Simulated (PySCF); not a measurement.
# Hartree-Fock beside MP2: AlGeH3O

Calculated results; nothing here was measured. The program is PySCF 2.14.0, an open-source quantum chemistry code, run on an isolated molecule that a program drew, which may never have been made. The molecule is AlGeH3O (charge 0, singlet), drawn as the SMILES string `[AlH2][O][GeH]`.

The geometry was optimised and harmonic frequencies were computed with HF and MP2, all in the cc-pV(D+d)Z basis, for the commonest isotopes, with a restricted reference for singlets and an unrestricted one otherwise, and a frozen core in MP2. Germanium has the cc-pVDZ-PP basis, with a core potential (ECP10MDF) in place of its 10 inner electrons, and its 3s, 3p and 3d shells are frozen in MP2. Each result is a local minimum of its method.

Geometry at the HF minimum:
```xyz
6
AlGeH3O, angstrom
Al    0.2713    0.3377    0.6386
O    -0.1929    0.6378   -0.9495
Ge   -0.6764    0.9524   -2.6253
H     0.4052   -1.1558    1.1239
H     0.5701    1.5596    1.5882
H    -2.2551    0.9945   -2.3573
```

Lengths of the bonds as drawn, in Å (atoms numbered as above):
| bond | HF | MP2 |
|---|---|---|
| Al1-O2 | 1.682 | 1.707 |
| O2-Ge3 | 1.772 | 1.804 |
| Al1-H4 | 1.576 | 1.575 |
| Al1-H5 | 1.576 | 1.575 |
| Ge3-H6 | 1.602 | 1.608 |

Rotational constants, in GHz:
```
constant,HF,MP2
A,79.58,78.1
B,1.873,1.817
C,1.863,1.809
```

Harmonic frequencies in cm^-1, each column in rising order, so a row needn't be the same motion in every method:
| rank | HF | MP2 |
|---|---|---|
| 1 | 89 | 61 |
| 2 | 91 | 66 |
| 3 | 144 | 181 |
| 4 | 431 | 410 |
| 5 | 609 | 570 |
| 6 | 673 | 642 |
| 7 | 844 | 789 |
| 8 | 861 | 821 |
| 9 | 1044 | ? |
| 10 | 1924 | 1892 |
| 11 | 1997 | 1985 |
| 12 | 2008 | 1989 |

**Estimate the missing MP2 frequency from the HF column.**

A single factor s that minimises the squared misfit of MP2 against s times HF over the other rows is sum(HF x MP2) / sum(HF^2) = 0.9819, with an rms misfit of 26 cm^-1. For rank 9 it gives 0.9819 x 1044 = 1025 cm^-1. The calculation gives 995 cm^-1, 30 cm^-1 below the estimate. The drawn bonds are on average 0.7 % longer in MP2 than in HF.
